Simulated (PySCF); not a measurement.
LiGa: script and output

Input:

```python
from pyscf import gto, dft

mol = gto.M(
    atom='Li 0 0 0; Ga 0 0 2.49',
    basis='x2c-svpall',
    charge=0,
    spin=0,
    verbose=4,
)
mf = dft.RKS(mol, xc='mn15')
mf = mf.sfx2c1e()
mf.kernel()
mf.dip_moment()
print('orbital energies (hartree):', mf.mo_energy[..., max(0, mol.nelec[1]-3):mol.nelec[0]+3].round(4))
```

```bash
$ OMP_NUM_THREADS=1 python input.py
```

It prints:

```
PySCF version 2.14.0

[INPUT] verbose = 4
[INPUT] num. atoms = 2
[INPUT] num. electrons = 34
[INPUT] charge = 0
[INPUT] spin (= nelec alpha-beta = 2S) = 0
[INPUT] symmetry False subgroup None
[INPUT] Mole.unit = angstrom
[INPUT] Symbol           X                Y                Z      unit          X                Y                Z       unit  Magmom
[INPUT]  1 Li     0.000000000000   0.000000000000   0.000000000000 AA    0.000000000000   0.000000000000   0.000000000000 Bohr   0.0
[INPUT]  2 Ga     0.000000000000   0.000000000000   2.490000000000 AA    0.000000000000   0.000000000000   4.705418050167 Bohr   0.0

nuclear repulsion = 19.7644500464096
number of shells = 5
number of NR pGTOs = 90
number of NR cGTOs = 41
basis = x2c-svpall
ecp = {}

******** <class 'pyscf.x2c.sfx2c1e.sfX2C1eRKS'> ********
method = sfX2C1eRKS
initial guess = minao
damping factor = 0
level_shift factor = 0
DIIS = <class 'pyscf.scf.diis.CDIIS'>
diis_start_cycle = 1
diis_space = 8
diis_damp = 0
SCF conv_tol = 1e-09
SCF conv_tol_grad = None
SCF max_cycles = 50
direct_scf = True
direct_scf_tol = 1e-13
XC library pyscf.dft.libxc version 7.0.0
    S. Lehtola, C. Steigemann, M. J.T. Oliveira, and M. A.L. Marques.,  SoftwareX 7, 1–5 (2018)
XC functionals = mn15
    H. S. Yu, X. He, S. L. Li, and D. G. Truhlar.,  Chem. Sci. 7, 5032-5051 (2016)
    H. S. Yu, X. He, S. L. Li, and D. G. Truhlar.,  Chem. Sci. 7, 5032-5051 (2016)
radial grids:
    Treutler-Ahlrichs [JCP 102, 346 (1995); DOI:10.1063/1.469408] (M4) radial grids

becke partition: Becke, JCP 88, 2547 (1988); DOI:10.1063/1.454033
pruning grids: <function nwchem_prune>
grids dens level: 3
symmetrized grids: False
atomic radii adjust function: <function treutler_atomic_radii_adjust>
small_rho_cutoff = 0

******** <class 'pyscf.x2c.sfx2c1e.SpinFreeX2CHelper'> ********
approx = 1e
xuncontract = 1
Set gradient conv threshold to 3.16228e-05
Initial guess from minao.
tot grids = 34632
init E= -1952.12976486934
  HOMO = -0.112438819905889  LUMO = -0.0798612255242775  gap/eV = 0.88648
cycle= 1 E= -1952.14842530505  delta_E= -0.0187  |g|= 0.547  |ddm|= 1.33
  HOMO = -0.156705112904546  LUMO = -0.071899836226178  gap/eV = 2.30767
cycle= 2 E= -1952.13406733452  delta_E= 0.0144  |g|= 0.649  |ddm|= 0.752
  HOMO = -0.139423930211077  LUMO = -0.0484029678841558  gap/eV = 2.47681
cycle= 3 E= -1952.17894961781  delta_E= -0.0449  |g|= 0.0103  |ddm|= 0.422
  HOMO = -0.140898606931268  LUMO = -0.0495551294011316  gap/eV = 2.48558
cycle= 4 E= -1952.17897583525  delta_E= -2.62e-05  |g|= 0.00292  |ddm|= 0.0343
  HOMO = -0.140413810931528  LUMO = -0.0487643580268859  gap/eV = 2.49391
cycle= 5 E= -1952.17898356927  delta_E= -7.73e-06  |g|= 0.000614  |ddm|= 0.0179
  HOMO = -0.140576285219664  LUMO = -0.048999166397235  gap/eV = 2.49194
cycle= 6 E= -1952.17898386565  delta_E= -2.96e-07  |g|= 0.000129  |ddm|= 0.00195
  HOMO = -0.14054923373558  LUMO = -0.0489589174898981  gap/eV = 2.49230
cycle= 7 E= -1952.17898387635  delta_E= -1.07e-08  |g|= 1.05e-05  |ddm|= 0.000987
  HOMO = -0.140549441442759  LUMO = -0.0489599213847189  gap/eV = 2.49228
cycle= 8 E= -1952.17898387656  delta_E= -2.1e-10  |g|= 1.89e-06  |ddm|= 0.000216
  HOMO = -0.140548753977588  LUMO = -0.0489590827589892  gap/eV = 2.49228
Extra cycle  E= -1952.17898387657  delta_E= -6.37e-12  |g|= 1.45e-06  |ddm|= 2.1e-05
converged SCF energy = -1952.17898387657
Dipole moment(X, Y, Z, Debye):  0.00000,  0.00000, -2.92030
orbital energies (hartree): [-0.8463 -0.3748 -0.1405 -0.049  -0.049  -0.0286]
```

In short: E(SCF) = -1952.178984 Eh, 8 cycles, μz(SCF) = -2.92 D.

Run time: 2.2 s on 1 thread of Intel Xeon Platinum 8488C (shared host), peak memory 0.19 GiB.

Stability towards an unrestricted solution was not tested. The bond length is a typed value, not an optimised one.
